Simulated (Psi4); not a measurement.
Cl₂Sn, triplet, geometry from GFN2-xTB (such geometries of metal compounds can be far from the true shape) (the spin is typed, not shown lowest) (all electrons, no relativity). Base run: Psi4 1.11 with PBE0/STO-3G.

Input for Psi4:
```
memory 2 GB

molecule {
0 3
  Sn    0.00993257   -0.00944619    0.58952790
  Cl    1.24741626    1.57493270   -0.86320274
  Cl   -1.27662969   -1.54714980   -0.87070284
}

set basis sto-3g
set reference uks
set scf_type pk

energy('pbe0')
print_variables()
```

The base run was repeated with changes; each row names its change, and settings that it needs were set with it.

```
change                           ΔE vs base (mEh)  SCF cycles  grid points  basis functions
-------------------------------  ----------------  ----------  -----------  ---------------
base                                        0.000           8        59254               45
guess = huckel                              0.000           8        59254               45
e_convergence = 1e-8                        0.000           8        59254               45
dft_radial_points = 35                      322.2           8        27997               45
scf_type = out_of_core                      0.000           8        59254               45
dft_radial_points = 150                    -0.354           8       117479               45
e_convergence = 1e-10                       0.000          10        59254               45
dft_pruning_scheme = robust                 0.000           8        45818               45
d_convergence = 1e-8                        0.000          10        59254               45
scf_initial_accelerator = ediis             0.000           8        59254               45
guess = core                                0.000          10        59254               45
damping_percentage = 50                    -0.004          98        59254               45
dft_radial_scheme = mura                   -0.500           8        61998               45
```

Open shells are given as the SCF converged; they aren't shown to be the lowest states, and a large step between rows can be another state.
